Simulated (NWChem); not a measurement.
System: CH3BrOZn; SMILES [O]([Zn][Br])C

NWChem input:

```
start job
memory heap 200 mb stack 900 mb global 1100 mb
geometry units angstroms noautoz
  Zn     0.260378     0.376479     0.001024
  Br    -0.564315    -1.693506    -0.001265
  O      1.066283     1.950856     0.003361
  C      0.476840     3.209485    -0.002441
  H     -0.161838     3.404675     0.883431
  H      1.268460     3.981358     0.004201
  H     -0.145950     3.403636    -0.899792
end
basis spherical
  * library 6-31g*
end
dft
  xc xpbe96 cpbe96
  iterations 150
end
tddft
  nroots 8
  notriplet
end
task tddft energy
```

Structure relaxed at the PBE0/def2-SVP level. Not confirmed as a minimum by frequencies.

Vertical excitations in the gas phase.

Problem. Predict the main results of this run. (PBE/6-31G* (spherical d), full TDDFT.) Quantities: lowest excitation, singlet (eV); oscillator strength of that lowest state; lowest state with f > 0.02, singlet (eV); oscillator strength of that bright state; orbital gap (eV).

Solution. 
```yaml
lowest excitation, singlet (eV): 3.94
oscillator_strength_of_that_lowest_state: 0.003
lowest state with f > 0.02, singlet (eV): 4.66
oscillator_strength_of_that_bright_state: 0.046
orbital gap (eV): 3.81
```
